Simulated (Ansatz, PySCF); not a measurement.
Breaking a bond: H₃ClSi, SMILES [SiH3]Cl. The Si1–Cl5 bond (Si1 also carries H, H, H; Cl5 carries nothing else) is pulled apart rigidly from the PBE0/def2-TZVP optimised geometry.

Levels: UHF/def2-TZVP (PySCF); RHF/def2-TZVP (PySCF); UKS-BHandHLYP = unrestricted BHandHLYP/def2-TZVP (PySCF); RKS-BHandHLYP = restricted BHandHLYP/def2-TZVP (PySCF); UKS-BLYP = unrestricted BLYP/def2-TZVP (PySCF 2.14.0); RKS-BLYP = restricted BLYP/def2-TZVP run with PySCF; UKS-PBE = unrestricted PBE/def2-TZVP run with Ansatz (a first-principles code); RKS-PBE = restricted PBE/def2-TZVP (Ansatz); UKS-B3LYP/6-31G* = unrestricted B3LYP/6-31G*, spherical d (PySCF 2.14.0); RKS-B3LYP/6-31G* = PySCF 2.14.0 with restricted B3LYP/6-31G*, spherical d; UKS-B3LYP/LANL2DZ = unrestricted B3LYP/LANL2DZ, with its core potentials past Ne in PySCF; RKS-B3LYP/LANL2DZ = PySCF 2.14.0 with restricted B3LYP/LANL2DZ, with its core potentials past Ne.

Scanned distances (Å): 1.56, 1.66, 1.74, 1.84, 1.92, 1.98, 2.05, 2.12, 2.20, 2.27, 2.41, 2.56, 2.78, 3.08, 3.39, 3.74, 4.09, 4.56, 5.08, 5.53, 6.22.

Question: Where does the unrestricted solution first break spin symmetry (<S²> of 0.01 or more)?

Answer: UHF: between 2.78 and 3.08 Å; UKS-BHandHLYP: between 3.08 and 3.39 Å; UKS-BLYP: between 3.39 and 3.74 Å; UKS-PBE: between 3.39 and 3.74 Å; UKS-B3LYP/6-31G*: between 3.08 and 3.39 Å; UKS-B3LYP/LANL2DZ: between 3.08 and 3.39 Å.

```tsv
R / Å	<S²> UHF	E(RHF) − E(UHF) / kJ/mol	<S²> UKS-BHandHLYP	E(RKS-BHandHLYP) − E(UKS-BHandHLYP) / kJ/mol	<S²> UKS-BLYP	E(RKS-BLYP) − E(UKS-BLYP) / kJ/mol	<S²> UKS-PBE	E(RKS-PBE) − E(UKS-PBE) / kJ/mol	<S²> UKS-B3LYP/6-31G*	E(RKS-B3LYP/6-31G*) − E(UKS-B3LYP/6-31G*) / kJ/mol	<S²> UKS-B3LYP/LANL2DZ	E(RKS-B3LYP/LANL2DZ) − E(UKS-B3LYP/LANL2DZ) / kJ/mol
1.56	0.00	0.0	0.00	0.0	0.00	0.0	0.00	0.0	0.00	0.0	0.00	0.0
1.66	0.00	0.0	0.00	0.0	0.00	0.0	0.00	0.0	0.00	0.0	0.00	0.0
1.74	0.00	0.0	0.00	0.0	0.00	0.0	0.00	0.0	0.00	0.0	0.00	0.0
1.84	0.00	0.0	0.00	0.0	0.00	0.0	0.00	0.0	0.00	0.0	0.00	0.0
1.92	0.00	0.0	0.00	0.0	0.00	0.0	0.00	0.0	0.00	0.0	0.00	0.0
1.98	0.00	0.0	0.00	0.0	0.00	0.0	0.00	0.0	0.00	0.0	0.00	0.0
2.05	0.00	0.0	0.00	0.0	0.00	0.0	0.00	0.0	0.00	0.0	0.00	0.0
2.12	0.00	0.0	0.00	0.0	0.00	0.0	0.00	0.0	0.00	0.0	0.00	0.0
2.20	0.00	0.0	0.00	0.0	0.00	0.0	0.00	0.0	0.00	0.0	0.00	0.0
2.27	0.00	0.0	0.00	0.0	0.00	0.0	0.00	0.0	0.00	0.0	0.00	0.0
2.41	0.00	0.0	0.00	0.0	0.00	0.0	0.00	0.0	0.00	0.0	0.00	0.0
2.56	0.00	0.0	0.00	0.0	0.00	0.0	0.00	0.0	0.00	0.0	0.00	0.0
2.78	0.00	0.0	0.00	0.0	0.00	0.0	0.00	0.0	0.00	0.0	0.00	0.0
3.08	0.44	10.8	0.00	0.0	0.00	0.0	0.00	0.0	0.00	0.0	0.00	0.0
3.39	0.79	56.5	0.38	9.7	0.00	0.0	0.00	0.0	0.15	1.1	0.25	3.3
3.74	0.93	116.8	0.66	36.8	0.26	2.7	0.32	4.6	0.47	14.6	0.54	20.5
4.09	0.99	171.6	0.82	66.9	0.50	12.2	0.53	16.0	0.64	32.1	0.69	40.2
4.56	1.01	231.4	0.93	103.2	0.64	—	0.67	30.0	0.75	52.6	0.80	62.6
5.08	1.01	280.6	0.99	134.6	0.72	—	0.74	40.7	0.82	69.1	0.86	80.2
5.53	1.01	311.7	1.00	154.5	0.75	—	0.77	46.6	0.85	78.9	0.89	90.6
6.22	1.01	345.2	1.01	175.1	0.78	—	0.79	51.9	0.88	88.6	0.91	100.4
```

Dashes: no converged value, or the column stops at the first point that the program doubted or that broke a chosen test of continuity, which isn't proof of a fault.
